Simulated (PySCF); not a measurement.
How methods differ on the excitation energy of Mo²⁺

Mo²⁺ [Kr] 4d4 (5D) → Mo²⁺ [Kr] 4d3 5p1 (high-spin determinant), as a difference of total energies. Computed with PySCF 2.14 in aug-cc-pwCVDZ-PP with ECP28MDF, with scalar relativity through the core potential. Correlated levels: valence and next inner shell: nothing frozen outside the core potential. The calculations carry no spin-orbit coupling.

```tsv
method	excitation energy (cm⁻¹)
UHF	73713
MP2 (valence and next inner shell)	75884
SCS-MP2 (valence and next inner shell)	74959
CCSD (valence and next inner shell)	74850
CCSD(T) (valence and next inner shell)	74691
```

The determinant of the upper state mixes LS terms, which raises its energy above the lowest term, most at the Hartree-Fock and MP2 levels.
